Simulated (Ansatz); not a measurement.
`OC(F)(F)[SiH3]` and `O[SiH2]C(O)(F)F` differ in one atom or group.

Ansatz, PBE0-D4/def2-TZVP geometries, multiplicity 1. Each molecule was computed in one conformer, which needn't be the lowest.

| property | `OC(F)(F)[SiH3]` |
| --- | --- |
| HOMO–LUMO gap (PBE/def2-TZVPP) / eV | 7.40 |
| size of the dipole moment (PBE/def2-TZVPP) / D | 0.71 |
| HOMO energy (B3LYP/def2-TZVPP) / eV | -9.18 |
| LUMO energy (PBE/def2-TZVPP) / eV | -0.45 |
| LUMO energy (PBE0/def2-TZVPP) / eV | 0.37 |
| size of the dipole moment (ωB97M-V/def2-TZVPP) / D | 0.79 |

Give the same properties after the change, and the shifts. (Estimate.)

The calculation gave: 
| property | `O[SiH2]C(O)(F)F` | shift |
| --- | --- | --- |
| HOMO–LUMO gap (PBE/def2-TZVPP) / eV | 6.41 | -0.99 |
| size of the dipole moment (PBE/def2-TZVPP) / D | 0.92 | 0.21 |
| HOMO energy (B3LYP/def2-TZVPP) / eV | -8.69 | 0.49 |
| LUMO energy (PBE/def2-TZVPP) / eV | -0.90 | -0.45 |
| LUMO energy (PBE0/def2-TZVPP) / eV | -0.01 | -0.38 |
| size of the dipole moment (ωB97M-V/def2-TZVPP) / D | 0.85 | 0.06 |

With PBE0 the HOMO rises by 0.50 eV and the LUMO falls by 0.38 eV, so the gap narrows by about 0.88 eV. PBE moves the HOMO by 0.53 eV and ωB97M-V by 0.48 eV. Dipoles are sizes alone; their direction can turn.

B3LYP here is the variant with VWN-RPA as its local correlation; programs differ in this.
